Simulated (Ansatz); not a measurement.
Gas-phase reaction R1 → 2 P1, each structure at its B3LYP-D3(BJ)/def2-TZVP stationary point, reached from a drawn start (curvature not checked).
R1, Cl2 (SMILES ClCl) (charge 0, multiplicity 1):
```json
[
 {"atom": "Cl", "x (Å)": "0.0000", "y (Å)": "0.0000", "z (Å)": "-1.0067"},
 {"atom": "Cl", "x (Å)": "0.0000", "y (Å)": "0.0000", "z (Å)": "1.0067"}
]
```
P1: Cl atom, charge 0, multiplicity 2.

P less R. No zero-point or thermal terms; singlets are restricted closed shells; open shells are unrestricted; no spin–orbit coupling.

Frozen-core correlation throughout. CBS: X⁻³ extrapolation of the correlation energy, Hartree–Fock from the larger set.

Codes used: Ansatz (Gaussian orbitals). Each number belongs to the level named beside it.

Estimate the reaction energy that B3LYP/def2-TZVPP returns for this input.

55.3 kcal/mol

What reaction energy does MP2/CBS(cc-pV(T+d)Z, cc-pV(Q+d)Z) give?

63.7 kcal/mol

What is the computed reaction energy (CCSD(T)/CBS(cc-pV(T+d)Z, cc-pV(Q+d)Z))?

59.0 kcal/mol

Ansatz is a program for electronic structure.
